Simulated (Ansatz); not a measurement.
Single points on Si2O2.

```yaml
crystal:
  periodic: [false, false, false]
  atoms:
    - {symbol: Si, position_ang: [1.173285, 0.162932, 0.292886]}
    - {symbol: Si, position_ang: [-1.173206, -0.163003, -0.293136]}
    - {symbol: O, position_ang: [0.075144, -1.123649, 0.324395]}
    - {symbol: O, position_ang: [-0.075222, 1.123730, -0.324145]}
basis:
  gaussian: {orbitals: def2-TZVPD, initial_orbitals: start.molden}
hamiltonian: {xc: pbe0, dispersion: d4}
scf: {omitted_lower_state_checks: [starts]}
output: {orbitals: {seedname: orbitals}}
```

The file start.molden holds the orbitals of an earlier run on this structure, at another level or in another basis.

```sh
$ ansatz run in.yaml --threads 4 --pin off --events-out ev --progress --plain --max-ram 3916MiB
```

Shortened log:

```
Functional definition: PBE0
960 factors; their error is unknown
mean field evaluation 1: about -19842.8487 eV, gradient 6.2e0 eV
mean field evaluation 2: about -19842.8914 eV, gradient 8.4e-2 eV
mean field evaluation 4: about -19842.9175 eV, gradient 1.8e-4 eV
mean field -19842.91750551 eV, -729.2137683150 hartree, gradient 1.7e-5 eV, S^2 0.000000; 0 other end points of the search recorded, 0 dependent functions left out
reference -19842.91753954 eV, -729.2137695656 hartree; 22, 22 occupied and 144, 144 virtual orbitals, 960 factors
Total energy: -19843.02497164 eV, -729.2177176224 hartree
Checks for a lower state left out: starts
```

Hardware: 4 threads of Arm Neoverse V1 on a shared host. Wall time 1.4 s.

As the first input, with `gaussian: {orbitals: def2-TZVP, initial_orbitals: start.molden}`, `hamiltonian: {xc: r2scan, dispersion: d4}` (abridged; 1.8 s):

```
Functional definition: r2SCAN
mean field -19850.36490740 eV, -729.4874552862 hartree, gradient 8.1e-6 eV, S^2 0.000000
Total energy: -19850.39056798 eV, -729.4883982952 hartree
Checks for a lower state left out: starts
```

The first input with `gaussian: {orbitals: STO-3G}`, `hamiltonian: {xc: hf}` (abridged; 0.1 s):

```
Functional definition: HF
mean field -19562.72121297 eV, -718.9167444881 hartree, gradient 2.9e-5 eV, S^2 0.000000
Total energy: -19562.72121297 eV, -718.9167444881 hartree
Checks for a lower state left out: starts
```

The first input with `gaussian: {orbitals: def2-TZVPP, initial_orbitals: start.molden}`, `correlation: {method: ccsd_t}` and without the key `hamiltonian` (abridged; 7.5 s):

```
Functional definition: HF
mean field -19804.02027827 eV, -727.7843215793 hartree, gradient 1.8e-6 eV, S^2 0.000000; unrestricted orbitals would lower it
12 core orbitals not correlated: weight in the atoms' cores, before any rotation towards them, 1.000 or more for the frozen orbitals, at most 0.000 for the correlated occupied ones
second order -17.68333254 eV of doubles, -0.00000000 eV of singles
cycle   1  -17.35238326 eV  change    3.3e-1 eV  update   1.2e-1
cycle   2  -17.91378225 eV  change   -5.6e-1 eV  update   4.3e-2
cycle   3  -18.06702863 eV  change   -1.5e-1 eV  update   2.2e-2
cycle   4  -18.04174127 eV  change    2.5e-2 eV  update   4.5e-3
cycle   5  -18.04133166 eV  change    4.1e-4 eV  update   1.8e-3
cycle   6  -18.04234372 eV  change   -1.0e-3 eV  update   5.1e-4
cycle   7  -18.04183013 eV  change    5.1e-4 eV  update   2.1e-4
cycle   8  -18.04179611 eV  change    3.4e-5 eV  update   6.2e-5
cycle   9  -18.04183359 eV  change   -3.7e-5 eV  update   2.8e-5
cycle  10  -18.04181937 eV  change    1.4e-5 eV  update   9.7e-6
perturbative correction -0.81581024 eV, -0.0299804733 hartree
Total energy: -19822.87790788 eV, -728.4773266853 hartree
Checks for a lower state left out: starts
```

First input, but with `gaussian: {orbitals: def2-SVP, initial_orbitals: start.molden}`, `hamiltonian: {xc: pbe, dispersion: d4}` (abridged; 0.4 s):

```
Functional definition: PBE
mean field -19830.66895144 eV, -728.7636422553 hartree, gradient 2.2e-5 eV, S^2 0.000000
Total energy: -19830.79887725 eV, -728.7684169406 hartree
Checks for a lower state left out: starts
```

The first input with `hamiltonian: {xc: r2scan, dispersion: d4}` (abridged; 2.4 s):

```
Functional definition: r2SCAN
mean field -19850.40475815 eV, -729.4889197743 hartree, gradient 2.4e-5 eV, S^2 0.000000
Total energy: -19850.43042523 eV, -729.4898630223 hartree
Checks for a lower state left out: starts
```

As the first input, with `gaussian: {orbitals: def2-SVP, initial_orbitals: start.molden}` (abridged; 0.5 s):

```
Functional definition: PBE0
mean field -19831.81644422 eV, -728.8058118370 hartree, gradient 1.0e-5 eV, S^2 0.000000
Total energy: -19831.92389838 eV, -728.8097607048 hartree
Checks for a lower state left out: starts
```

Geometry: PBE0-D4/def2-TZVP.

Correlated methods freeze 12 core orbitals. The restricted singlet is unstable towards broken spin symmetry in Hartree–Fock (as tested in another run); at HF/STO-3G this wasn't settled. At CCSD(T)/def2-TZVPP the restricted singlet (for correlated methods, its reference) is unstable: a solution with broken spin symmetry lies lower. The structure comes from a short search, and lower isomers may exist.
